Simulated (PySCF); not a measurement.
An unknown is described by computed data only.

Formula: C6H7OPS.

| Item | Value |
| --- | --- |
| NMR, other nuclei | isotropic shieldings of nuclei other than C and H, by class: -297 (1 O), 44 (1 P), 159 (1 S) ppm [GIAO PBE0/pcSseg-1] |
| Triplet | lowest triplet excitation (Tamm–Dancoff): 2.64 eV [TDA B3LYP/def2-SVPD] |
| UV, strongest line | among the 8 lowest singlet transitions: S3 at 4.25 eV (292 nm, f = 0.169) [TDDFT B3LYP/def2-SVPD] |
| 13C NMR | chemical shifts (computed TMS as zero) by class: 195.6 (1 C), 194.4 (1 C), 170.4 (1 C), 148.1 (1 C), 29.9 (1 C), 22.2 (1 C) ppm [GIAO PBE0/pcSseg-1] |
| Polarisability | 118.4 au [B3LYP/def2-SVPD] |
| Rotational structure | rotational constants A, B, C: 2.306, 0.913, 0.660 GHz [GFN2-xTB] |
| UV, first state | lowest singlet excitation: 3.30 eV (375 nm, f = 0.000) [TDDFT B3LYP/def2-SVPD] |
| 1H NMR | chemical shifts (computed TMS as zero) by class: 7.95 (1 H), 2.87 (3 H), 2.75 (3 H) ppm [GIAO PBE0/pcSseg-1] |

Electronic properties: PySCF, gas phase, density fitting. Levels stand in brackets. One conformer (not necessarily the lowest) at the GFN2-xTB geometry, without solvent, vibrations or thermal averaging. Each NMR value is the plain mean over a class of atoms that symmetry, rotation or inversion makes alike.

Q: Give a SMILES that accounts for the data.

A: Numbering: `[CH3:1][C:2](=[O:3])[c:4]1[p:5][c:6]([CH3:7])[cH:8][s:9]1`. 6 carbons fall into 6 classes; from least to most shielded: substituted aromatic carbon [C4] (195.6 ppm), ketone carbonyl carbon [C2] (194.4 ppm), substituted aromatic carbon [C6] (170.4 ppm), aromatic CH next to a ring sulfur [C8] (148.1 ppm), methyl carbon next to a carbonyl [C1] (29.9 ppm), benzylic-type carbon [C7] (22.2 ppm). Hydrogen classes from least to most shielded: 1 H on an aromatic CH next to a ring sulfur, C8 (7.95 ppm), 3 H on a benzylic-type carbon, C7 (2.87 ppm), 3 H on a methyl carbon next to a carbonyl, C1 (2.75 ppm, a mean of values up to 0.8 ppm apart in this geometry). The other shieldings belong to: -297 ppm, ketone oxygen [O3]; 44 ppm, phosphorus bonded to 2 C [P5]; 159 ppm, thiophene-type sulfur [S9]. The optimised geometry has point group Cs and is an asymmetric top. Structure: `CC(=O)c1pc(C)cs1`. Computed isomers that give other values at the same levels: `CO/C=P\c1cccs1` (13C chemical shifts (computed TMS as zero) by class: 193.1 (1 C), 149.8 (1 C), 139.9 (1 C), 138.8 (1 C), 129.8 (1 C), 60.3 (1 C) ppm); `CC(=O)c1csc(C)p1` (13C chemical shifts (computed TMS as zero) by class: 196.5 (1 C), 195.1 (1 C), 166.0 (1 C), 154.1 (1 C), 33.9 (1 C), 21.7 (1 C) ppm); `C=Cc1pcoc1SC` (13C chemical shifts (computed TMS as zero) by class: 187.2 (1 C), 160.6 (1 C), 138.3 (1 C), 135.1 (1 C), 119.7 (1 C), 17.9 (1 C) ppm). The assignments are read from this structure; whether some other isomer fits the data as well wasn't checked.

The values belong to the conformer `[CH3:1][C:2](=[O:3])[c:4]1[p:5][c:6]([CH3:7])[cH:8][s:9]1`: C1–C2–C4–P5 0°.
